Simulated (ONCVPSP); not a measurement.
**P (Z = 15): one change to an ONCV potential, before and after**

- Element: P
- Generator: ONCVPSP 4.0.1
- Type: optimised norm-conserving Vanderbilt (ONCV)
- Functional: LDA (Perdew-Zunger)
- Relativity: scalar-relativistic
- Frozen core: [He]
- Valence charge: 13
- Reference configuration: 2s2 2p6 3s2 3p2 (charge +1)
- Partial waves: 2s+3s: rc 0.85 bohr, ncon 5, nbas 9, qcut 14.2 1/bohr, 3 projectors, debl 1.1 Ha; 2p+3p: rc 0.90 bohr, ncon 3, nbas 7, qcut 13.2 1/bohr, 2 projectors
- Local potential: polynomial inside 0.70 bohr (lpopt 5, dvloc0 4 Ha)
- Core correction: none

All-electron outer shells of the reference configuration (LDA (Perdew-Zunger), scalar-relativistic, ld1.x):

```csv
shell,level (eV),outermost node (bohr),outermost maximum (bohr)
1s,-2086.92,–,0.07
2s,-183.77,0.14,0.42
2p,-135.16,–,0.35
3s,-23.33,0.65,1.54
3p,-14.31,0.64,1.74
```

Change: s: rc 0.6; local potential polynomial inside 0.60 bohr (lpopt 5, dvloc0 4 Ha).

Cutoffs: the cutoffs (Ha) at which the residual kinetic energy of the hardest occupied pseudo-wave falls to 1 and 0.1 mHa per electron; they do not see the model core or the augmentation charge, which bear on the density cutoff. Errors are all-electron minus pseudo energies relative to the spin-unpolarised reference configuration.

Question: Predict the effect on cutoff, ghosts and configuration errors.

Answer: The potential gets harder (79 Ha and 119 Ha → 329 Ha and 610 Ha); a bound ghost appears in s, which as a rule spoils a file; of the 4 tests that both files solve, the error grows in 1 and shrinks in 0 by more than 15 % and 0.3 meV (median size 0.7 → 1.0 meV). A smaller radius makes the pseudo-wave follow the all-electron one further in, where it bends more sharply, so more plane waves are needed.

| quantity | base | changed |
| --- | --- | --- |
| cutoff, loose | 79 Ha | 329 Ha |
| cutoff, tight | 119 Ha | 610 Ha |
| loose cutoff by channel | s 70 Ha, p 79 Ha | s 329 Ha, p 79 Ha |
| bound ghosts | none | s |
| GHOST(+) flags under 300 eV | none | none |
| error for 2s2 2p6 3s2 3p3, meV [ΔE -9.82 eV] | +0.6 | +0.6 |
| error for 2s2 2p6 3s2 3p1, meV [ΔE 19.25 eV] | +0.9 | +0.8 |
| error for 2s2 2p6 3s2 3p0, meV [ΔE 49.14 eV] | +7.2 | +6.7 |
| error for 2s2 2p6 3s1 3p3, meV [ΔE 9.07 eV] | +0.4 | +1.2 |
| p: phases at 0.91 bohr within 0.05 rad from the reference energy up to (Ha; the scan ends near 5) | to the end of the scan | to the end of the scan |

 A true bound ghost makes a file unfit for plane-wave use even where its test errors are small: the radial tests pick states by their node count and pass the ghost by.
